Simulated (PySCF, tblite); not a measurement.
Compound: C4H5Cl3Si.
SMILES: `C#C[Si@@H](CCl)C(Cl)Cl`

Jobs on this species (13 atoms, 94 electrons) with PySCF (density fitting) and tblite. Hardware of each: Arm Neoverse V1, one thread, no GPU (shared host). The host was shared with other jobs, so the times are rough.

Problem. Rank these jobs by wall time, shortest first.
A. PBE0/pcSseg-1; shieldings, charges and field gradients, density and orbital grids written; 189 basis functions
B. GFN2-xTB; L-BFGS relaxation
C. GFN2-xTB; Hessian by finite differences
D. B3LYP/def2-SVPD; 8 singlets by full TDDFT, 3 Tamm–Dancoff triplets, polarisability, density and orbital grids written; 225 basis functions

Solution. C (0.66 s), B (1.1 s), A (49 s), D (80 s).

All jobs:

```json
{"level and settings": "GFN2-xTB", "work": "Hessian by finite differences", "basis functions": "–", "SCF cycles": "–", "wall time": "0.66 s"}
{"level and settings": "GFN2-xTB", "work": "L-BFGS relaxation", "basis functions": "–", "SCF cycles": "–", "wall time": "1.1 s"}
{"level and settings": "PBE0/pcSseg-1", "work": "shieldings, charges and field gradients, density and orbital grids written", "basis functions": "189", "SCF cycles": "14", "wall time": "49 s"}
{"level and settings": "B3LYP/def2-SVPD", "work": "8 singlets by full TDDFT, 3 Tamm–Dancoff triplets, polarisability, density and orbital grids written", "basis functions": "225", "SCF cycles": "14", "wall time": "80 s"}
```

Problem. What do all jobs in the table cost together?

Solution. About 2.2 min; the longest takes about 61 % of that, and about 120 times as long as the shortest.
